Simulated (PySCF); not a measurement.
GeS, neutral, multiplicity 1. Atoms are numbered in the order given.

```xyz
2

Ge     0.0000     0.0000    -0.6762
S      0.0000     0.0000     1.3523
```

Geometry optimised at B3LYP-D3(BJ)/def2-TZVP.

Level of theory: PySCF with B3LYP/def2-TZVPD.

Mulliken values depend strongly on the basis, most of all with diffuse functions as here. ESP charges are fitted to the potential on shells at 1.4 to 2.0 van der Waals radii. Atomic charges (e):

```json
[
 {"atom": "Ge1", "Mulliken": "0.27", "ESP fit": "0.24"},
 {"atom": "S2", "Mulliken": "-0.27", "ESP fit": "-0.24"}
]
```
